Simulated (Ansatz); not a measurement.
Relaxation of F₂H₅NSSi (10 atoms, charge 0, multiplicity 1), to a largest force component of 0.03 eV/Å in at most 50 steps.

The calculation used Ansatz, RKS PBE-D4/def2-SVP.

```xyz
10
Properties=species:S:1:pos:R:3:forces:R:3
Si 0.504 -0.383 -0.460 -0.02 0.04 0.21
N -0.255 -0.238 2.453 0.37 -0.22 0.00
H -0.957 -0.807 2.953 0.09 0.07 -0.06
H -0.174 0.642 2.985 -0.02 -0.07 -0.04
F 1.097 -0.287 -1.978 -0.02 -0.01 0.00
H 0.659 0.983 0.101 0.01 -0.03 -0.02
F -1.054 -0.825 -0.608 -0.02 -0.02 -0.01
S 1.607 -1.981 0.486 -0.03 -0.12 -0.09
H 0.449 -2.572 0.908 0.10 0.06 -0.05
H 0.656 -0.734 2.567 -0.47 0.28 0.07
```

Question: Where does it end, and by what steps?

Answer: The forces met the threshold. After 13 steps the energy has fallen by 0.238 eV; H4 moved furthest, 0.86 Å.

```json
{"step": "0", "energy less start (eV)": "0.0000", "largest force component (eV/Å)": "0.470", "accepted": "yes"}
{"step": "1", "energy less start (eV)": "-0.0207", "largest force component (eV/Å)": "0.903", "accepted": "yes"}
{"step": "2", "energy less start (eV)": "-0.0542", "largest force component (eV/Å)": "0.865", "accepted": "yes"}
{"step": "3", "energy less start (eV)": "-0.0784", "largest force component (eV/Å)": "0.689", "accepted": "yes"}
{"step": "4", "energy less start (eV)": "-0.1027", "largest force component (eV/Å)": "0.361", "accepted": "yes"}
{"step": "5", "energy less start (eV)": "-0.1519", "largest force component (eV/Å)": "0.518", "accepted": "yes"}
{"step": "6", "energy less start (eV)": "-0.1722", "largest force component (eV/Å)": "0.275", "accepted": "yes"}
{"step": "7", "energy less start (eV)": "-0.1778", "largest force component (eV/Å)": "0.669", "accepted": "yes"}
{"step": "8", "energy less start (eV)": "-0.2058", "largest force component (eV/Å)": "0.295", "accepted": "yes"}
{"step": "9", "energy less start (eV)": "-0.2219", "largest force component (eV/Å)": "0.228", "accepted": "yes"}
{"step": "10", "energy less start (eV)": "-0.2282", "largest force component (eV/Å)": "0.365", "accepted": "yes"}
{"step": "11", "energy less start (eV)": "-0.2362", "largest force component (eV/Å)": "0.120", "accepted": "yes"}
{"step": "12", "energy less start (eV)": "-0.2372", "largest force component (eV/Å)": "0.091", "accepted": "yes"}
{"step": "13", "energy less start (eV)": "-0.2378", "largest force component (eV/Å)": "0.019", "accepted": "yes"}
```

```xyz
10
Properties=species:S:1:pos:R:3
Si 0.427 -0.331 -0.087
N -0.125 -0.384 2.090
H -0.784 -1.146 2.306
H -0.631 0.495 2.269
F 0.768 -0.265 -1.701
H 1.123 0.908 0.378
F -1.217 -0.190 -0.176
S 1.269 -2.314 0.120
H 1.051 -2.538 1.444
H 0.652 -0.435 2.762
```

Whether the end is a true minimum wasn't checked by a vibrational analysis.

The run took 12 s on 2 threads of AMD EPYC 9R45 96-Core Processor (Zen 5), with other jobs on the host, peak memory 0.17 GiB.
